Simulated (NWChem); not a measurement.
The numbers come from NWChem runs, not from measurements. System: H2BCl, charge 1, spin multiplicity 2, at the geometry of a parent with another charge or spin, in a state set for the comparison that need not be this species' ground state. Its SCF solution wasn't tested for a lower state. Level: UPBE0/aug-pcseg-1.

Job file:

```
start mol
memory heap 200 mb stack 900 mb global 1100 mb
charge 1
geometry units angstroms nocenter noautoz
  B      0.000000     0.000000     1.183901
  H     -1.060130     0.000000     1.752480
  H      1.060130     0.000000     1.752480
  Cl     0.000000     0.000000    -0.554380
  symmetry group C2v
end
basis spherical
  * library aug-pcseg-1
end
dft
  xc pbe0
  odft
  mult 2
  semidirect memsize 60000000 filesize 0
  iterations 100
end
task dft energy
```

NWChem printed:

```
             Northwest Computational Chemistry Package (NWChem) 7.3.0
             --------------------------------------------------------

                                NWChem Input Module
                                -------------------

 Scaling coordinates for geometry "geometry" by  1.889725989
 (inverse scale =  0.529177249)

 Turning off AUTOSYM since
 SYMMETRY directive was detected!

                             Geometry "geometry" -> ""
                             -------------------------

 Output coordinates in angstroms (scale by  1.889725989 to convert to a.u.)

  No.       Tag          Charge          X              Y              Z
 ---- ---------------- ---------- -------------- -------------- --------------
    1 B                    5.0000     0.00000000     0.00000000     1.18390100
    2 H                    1.0000    -1.06013000     0.00000000     1.75248000
    3 H                    1.0000     1.06013000     0.00000000     1.75248000
    4 Cl                  17.0000     0.00000000     0.00000000    -0.55438000

 Effective nuclear repulsion energy (a.u.)      37.6114870690

            Nuclear Dipole moment (a.u.)
            ----------------------------
        X                 Y               Z
 ---------------- ---------------- ----------------
     0.0000000000     0.0000000000     0.0000094486

      Symmetry information
      --------------------

 Group name             C2v
 Group number             16
 Group order               4
 No. of unique centers     3

      Symmetry unique atoms

     1    2    4


 Summary of "ao basis" -> "" (spherical)
 ------------------------------------------------------------------------------
       Tag                 Description            Shells   Functions and Types
 ---------------- ------------------------------  ------  ---------------------
 *                        aug-pcseg-1                 on all atoms

                                 NWChem DFT Module
                                 -----------------

 Summary of "ao basis" -> "ao basis" (spherical)
 ------------------------------------------------------------------------------
       Tag                 Description            Shells   Functions and Types
 ---------------- ------------------------------  ------  ---------------------
 B                        aug-pcseg-1                9       23   4s3p2d
 H                        aug-pcseg-1                5        9   3s2p
 Cl                       aug-pcseg-1               11       27   5s4p2d

 Summary of "ao basis" -> "ao basis" (spherical)
 ------------------------------------------------------------------------------
       Tag                 Description            Shells   Functions and Types
 ---------------- ------------------------------  ------  ---------------------
 B                        aug-pcseg-1                9       23   4s3p2d
 H                        aug-pcseg-1                5        9   3s2p
 Cl                       aug-pcseg-1               11       27   5s4p2d

      Symmetry analysis of basis
      --------------------------

        a1         31
        a2          6
        b1         18
        b2         13

            General Information
            -------------------
          SCF calculation type: DFT
          Wavefunction type:  spin polarized.
          No. of atoms     :     4
          No. of electrons :    23
           Alpha electrons :    12
            Beta electrons :    11
          Charge           :     1
          Spin multiplicity:     2
          Use of symmetry is: on ; symmetry adaption is: on
          Maximum number of iterations: 100
          AO basis - number of functions:    68
                     number of shells:    30
          Convergence on energy requested:  1.00D-06
          Convergence on density requested:  1.00D-05
          Convergence on gradient requested:  5.00D-04

              XC Information
              --------------
                         PBE0 Method XC Functional
                     Hartree-Fock (Exact) Exchange  0.250
          PerdewBurkeErnzerhof Exchange Functional  0.750
            Perdew 1991 LDA Correlation Functional  1.000 local
           PerdewBurkeErnz. Correlation Functional  1.000 non-local

             Grid Information
             ----------------
          Grid used for XC integration:  medium
          Radial quadrature: Mura-Knowles
          Angular quadrature: Lebedev.
          Tag              B.-S. Rad. Rad. Pts. Rad. Cut. Ang. Pts.
          ---              ---------- --------- --------- ---------
          B                   0.85       49          12.0       434
          H                   0.35       45          13.0       434
          Cl                  1.00       88          13.0       590
          Grid pruning is: on
          Number of quadrature shells:   182
          Spatial weights used:  Erf1

          Convergence Information
          -----------------------
          Convergence aids based upon iterative change in
          total energy or number of iterations.
          Levelshifting, if invoked, occurs when the
          HOMO/LUMO gap drops below (HL_TOL):  1.00D-02
          DIIS, if invoked, will attempt to extrapolate
          using up to (NFOCK): 10 stored Fock matrices.

                    Damping( 0%)  Levelshifting(0.5)       DIIS
                  --------------- ------------------- ---------------
          dE  on:    start            ASAP                start
          dE off:    2 iters        100 iters           100 iters

      Screening Tolerance Information
[...]
  ----- ------------  ---------------      ----- ------------  ---------------
    52      0.562526  4 Cl pz                 7     -0.362192  1 B  pz
    24     -0.234103  2 H  s                 33     -0.234103  3 H  s
    49     -0.215355  4 Cl pz                55      0.175101  4 Cl pz
     3     -0.130642  1 B  s                  2     -0.125391  1 B  s
    44     -0.066329  4 Cl s                  1      0.061246  1 B  s

 Vector   11  Occ=1.000000D+00  E=-6.783049D-01  Symmetry=b2
              MO Center= -2.5D-16, -1.4D-15, -4.0D-01, r^2= 1.2D+00
   Bfn.  Coefficient  Atom+Function         Bfn.  Coefficient  Atom+Function
  ----- ------------  ---------------      ----- ------------  ---------------
    51      0.792741  4 Cl py                54      0.321918  4 Cl py
    48     -0.299027  4 Cl py                 6      0.153863  1 B  py
    65      0.052834  4 Cl d -1              60      0.032761  4 Cl d -1
    20      0.031248  1 B  d -1

 Vector   12  Occ=1.000000D+00  E=-6.450995D-01  Symmetry=b1
              MO Center=  7.4D-16, -1.2D-30,  6.6D-01, r^2= 2.4D+00
   Bfn.  Coefficient  Atom+Function         Bfn.  Coefficient  Atom+Function
  ----- ------------  ---------------      ----- ------------  ---------------
    50      0.580617  4 Cl px                 5     -0.342664  1 B  px
    24      0.298242  2 H  s                 33     -0.298242  3 H  s
    53      0.270520  4 Cl px                47     -0.214925  4 Cl px
     8     -0.185451  1 B  px                22     -0.070697  1 B  d  1
    25      0.070246  2 H  s                 34     -0.070246  3 H  s

 Vector   13  Occ=0.000000D+00  E=-3.301858D-01  Symmetry=b2
              MO Center=  1.1D-15,  5.0D-16,  1.0D+00, r^2= 2.1D+00
   Bfn.  Coefficient  Atom+Function         Bfn.  Coefficient  Atom+Function
  ----- ------------  ---------------      ----- ------------  ---------------
     6      0.651470  1 B  py                 9      0.493124  1 B  py
    51     -0.298124  4 Cl py                54     -0.193609  4 Cl py
    48      0.104945  4 Cl py                60      0.088672  4 Cl d -1
    65      0.064908  4 Cl d -1

 Vector   14  Occ=0.000000D+00  E=-1.790168D-01  Symmetry=a1
              MO Center= -1.0D-14,  1.7D-16,  1.0D-01, r^2= 4.9D+00
   Bfn.  Coefficient  Atom+Function         Bfn.  Coefficient  Atom+Function
  ----- ------------  ---------------      ----- ------------  ---------------
     3      1.000244  1 B  s                  4      0.953424  1 B  s
    10     -0.711070  1 B  pz                45     -0.697035  4 Cl s
    55     -0.542569  4 Cl pz                 7     -0.413344  1 B  pz
    52     -0.378262  4 Cl pz                46     -0.343209  4 Cl s
    44     -0.339957  4 Cl s                  2      0.294861  1 B  s

 Vector   15  Occ=0.000000D+00  E=-1.597647D-01  Symmetry=a1
              MO Center= -2.0D-14,  3.3D-15,  5.4D-01, r^2= 8.3D+00
   Bfn.  Coefficient  Atom+Function         Bfn.  Coefficient  Atom+Function
  ----- ------------  ---------------      ----- ------------  ---------------
     3      1.197473  1 B  s                 26     -0.634062  2 H  s
    35     -0.634062  3 H  s                 25     -0.576403  2 H  s
    34     -0.576403  3 H  s                  4      0.477831  1 B  s
    46     -0.332286  4 Cl s                  2      0.318788  1 B  s
    13      0.302009  1 B  pz                10      0.293060  1 B  pz

                     DFT Final Beta Molecular Orbital Analysis
                     -----------------------------------------

 Vector    9  Occ=1.000000D+00  E=-6.956607D-01  Symmetry=a1
              MO Center= -1.3D-14,  2.5D-15,  8.1D-01, r^2= 2.3D+00
   Bfn.  Coefficient  Atom+Function         Bfn.  Coefficient  Atom+Function
  ----- ------------  ---------------      ----- ------------  ---------------
    52      0.523282  4 Cl pz                 7     -0.375833  1 B  pz
    24     -0.226729  2 H  s                 33     -0.226729  3 H  s
    49     -0.200124  4 Cl pz                 3     -0.184044  1 B  s
    55      0.164505  4 Cl pz                 2     -0.163406  1 B  s
     1      0.079205  1 B  s                 44     -0.051812  4 Cl s

 Vector   10  Occ=1.000000D+00  E=-6.798990D-01  Symmetry=b1
              MO Center=  2.5D-14,  1.8D-16,  7.2D-01, r^2= 2.0D+00
   Bfn.  Coefficient  Atom+Function         Bfn.  Coefficient  Atom+Function
  ----- ------------  ---------------      ----- ------------  ---------------
    50      0.448367  4 Cl px                 5      0.400389  1 B  px
    24     -0.233254  2 H  s                 33      0.233254  3 H  s
    53      0.220353  4 Cl px                47     -0.174246  4 Cl px
    22     -0.104853  1 B  d  1              32      0.059118  2 H  pz
    41     -0.059118  3 H  pz                67     -0.052805  4 Cl d  1

 Vector   11  Occ=1.000000D+00  E=-6.668572D-01  Symmetry=b2
              MO Center= -3.5D-16, -2.7D-15, -3.8D-01, r^2= 1.2D+00
   Bfn.  Coefficient  Atom+Function         Bfn.  Coefficient  Atom+Function
  ----- ------------  ---------------      ----- ------------  ---------------
    51      0.782175  4 Cl py                54      0.325526  4 Cl py
    48     -0.295659  4 Cl py                 6      0.165281  1 B  py
    65      0.054673  4 Cl d -1              60      0.034354  4 Cl d -1
    20      0.032111  1 B  d -1

 Vector   12  Occ=0.000000D+00  E=-5.150779D-01  Symmetry=b1
              MO Center= -1.6D-14,  3.2D-28,  2.6D-01, r^2= 2.4D+00
   Bfn.  Coefficient  Atom+Function         Bfn.  Coefficient  Atom+Function
  ----- ------------  ---------------      ----- ------------  ---------------
    50      0.658109  4 Cl px                53      0.357199  4 Cl px
     5     -0.264272  1 B  px                47     -0.248288  4 Cl px
    24      0.243669  2 H  s                 33     -0.243669  3 H  s
     8     -0.163481  1 B  px                25      0.111094  2 H  s
    34     -0.111094  3 H  s                 22     -0.091682  1 B  d  1

 Vector   13  Occ=0.000000D+00  E=-3.291112D-01  Symmetry=b2
              MO Center= -2.4D-16, -6.9D-17,  9.8D-01, r^2= 2.1D+00
   Bfn.  Coefficient  Atom+Function         Bfn.  Coefficient  Atom+Function
  ----- ------------  ---------------      ----- ------------  ---------------
     6      0.652563  1 B  py                 9      0.498552  1 B  py
    51     -0.309602  4 Cl py                54     -0.199749  4 Cl py
    48      0.109407  4 Cl py                60      0.087457  4 Cl d -1
    65      0.065720  4 Cl d -1

 Vector   14  Occ=0.000000D+00  E=-1.709425D-01  Symmetry=a1
              MO Center= -2.9D-14,  8.9D-16,  2.9D-02, r^2= 5.4D+00
   Bfn.  Coefficient  Atom+Function         Bfn.  Coefficient  Atom+Function
  ----- ------------  ---------------      ----- ------------  ---------------
     4      0.846740  1 B  s                 10     -0.778857  1 B  pz
     3      0.745280  1 B  s                 45     -0.724963  4 Cl s
    55     -0.506814  4 Cl pz                 7     -0.410757  1 B  pz
    44     -0.362512  4 Cl s                 52     -0.356862  4 Cl pz
    46     -0.294099  4 Cl s                  2      0.236001  1 B  s

   alpha - beta orbital overlaps
   -----------------------------

   alpha      1      2      3      4      5      6      7      8      9     10
    beta      1      2      4      3      5      6      7      8     10      9
 overlap   1.000  1.000  1.000  1.000  1.000  1.000  0.999  0.996  0.977  0.996

   alpha     11     12     13     14     15     16     17     18     19     20
    beta     11     12     13     14     15     16     17     18     19     22
 overlap   1.000  0.978  1.000  0.988  0.986  0.994  0.990  1.000  0.990  0.976

   alpha     21     22     23     24     25     26     27     28     29     30
    beta     21     20     23     24     25     27     26     28     29     30
 overlap   0.999  0.998  0.978  1.000  0.999  0.962  0.993  1.000  0.962  0.998

   alpha     31     32     33     34     35     36     37     38     39     40
    beta     31     32     33     34     35     36     37     38     39     40
 overlap   0.998  0.997  1.000  0.997  0.997  1.000  0.997  0.995  0.999  0.999

   alpha     41     42     43     44     45     46     47     48     49     50
    beta     41     42     43     44     45     46     47     49     48     50
 overlap   0.997  0.999  1.000  0.997  0.999  1.000  0.999  0.999  0.998  0.988

   alpha     51     52     53     54     55     56     57     58     59     60
    beta     53     52     51     54     55     56     57     58     59     60
 overlap   1.000  0.999  1.000  0.988  0.999  0.999  0.999  1.000  1.000  1.000

   alpha     61     62     63     64     65     66     67     68
    beta     61     62     63     64     65     66     67     68
 overlap   1.000  0.999  1.000  1.000  1.000  1.000  1.000  1.000

     --------------------------
     Expectation value of S2:
     --------------------------
      <S2> =      0.7549 (Exact =     0.7500)

 center of mass
 --------------
 x =   0.00000000 y =   0.00000000 z =  -0.11102437

 moments of inertia (a.u.)
 ------------------
         114.998584917760           0.000000000000           0.000000000000
           0.000000000000         123.088259343312           0.000000000000
           0.000000000000           0.000000000000           8.089674425553

     Multipole analysis of the density
     ---------------------------------

     L   x y z        total         alpha         beta         nuclear
     -   - - -        -----         -----         ----         -------
     0   0 0 0      1.000000    -12.000000    -11.000000     24.000000

     1   1 0 0     -0.000000     -0.000000      0.000000      0.000000
     1   0 1 0     -0.000000     -0.000000     -0.000000      0.000000
     1   0 0 1      0.964598      0.257910      0.706679      0.000009

     2   2 0 0    -10.900383    -10.892978     -8.034269      8.026864
     2   1 1 0      0.000000     -0.000000      0.000000      0.000000
     2   1 0 1     -0.000000     -0.000000     -0.000000      0.000000
     2   0 2 0    -12.355843     -6.436743     -5.919100      0.000000
     2   0 1 1      0.000000      0.000000      0.000000      0.000000
     2   0 0 2     -6.734051    -38.789422    -33.563694     65.619065

 Task  times  cpu:        1.1s     wall:        1.1s

 Total times  cpu:        1.1s     wall:        1.1s
```
